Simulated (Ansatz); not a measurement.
`S[SiH](Cl)[O][GaH2]`, relaxed with RKS PBE0-D4/def2-TZVP in Ansatz 0.2.0 from a GFN2-xTB geometry. The force threshold is 0.005 eV/Å; the program also tests the step.

The species carries charge 0 and has multiplicity 1.

Start:

```xyz
9

S    -0.404   -0.215   -2.499
Si    0.905   -0.581   -0.835
Cl    1.187   -2.543   -0.630
O     0.190    0.043    0.485
Ga   -0.778    0.604    1.823
H    -0.936    0.892   -1.999
H     2.156    0.142   -0.998
H    -0.859   -0.314    3.060
H    -1.460    1.972    1.593
```

```csv
step,energy (eV),largest force (eV/Å),largest move (Å)
1,-85711.7039,1.686,0.000
2,-85711.7776,0.969,0.179
3,-85711.8315,0.607,0.143
4,-85711.8456,0.341,0.200
5,-85711.8551,0.164,0.049
6,-85711.8679,0.105,0.162
7,-85711.8704,0.093,0.027
8,-85711.8777,0.384,0.195
9,-85711.8868,0.178,0.080
10,-85711.8930,0.068,0.144
11,-85711.8943,0.152,0.195
13,-85711.9006,0.077,0.046
15,-85711.9090,0.084,0.146
17,-85711.9107,0.048,0.059
19,-85711.9133,0.050,0.107
21,-85711.9140,0.019,0.021
23,-85711.9152,0.043,0.059
25,-85711.9160,0.055,0.009
27,-85711.9175,0.048,0.121
29,-85711.9180,0.029,0.042
31,-85711.9184,0.029,0.033
33,-85711.9186,0.004,0.023
35,-85711.9187,0.015,0.014
37,-85711.9187,0.002,0.004
```

End:

```xyz
9

S    -0.660   -0.670   -2.152
Si    0.881   -0.335   -0.718
Cl    1.307   -2.217   -0.008
O     0.421    0.649    0.469
Ga   -0.825    0.581    1.771
H    -0.707    0.628   -2.504
H     2.101    0.207   -1.345
H    -1.548   -0.781    1.972
H    -0.968    1.939    2.515
```

It took 3.4 min on 4 threads of a server CPU on a shared host, with 0.78 GiB of host memory at the peak.
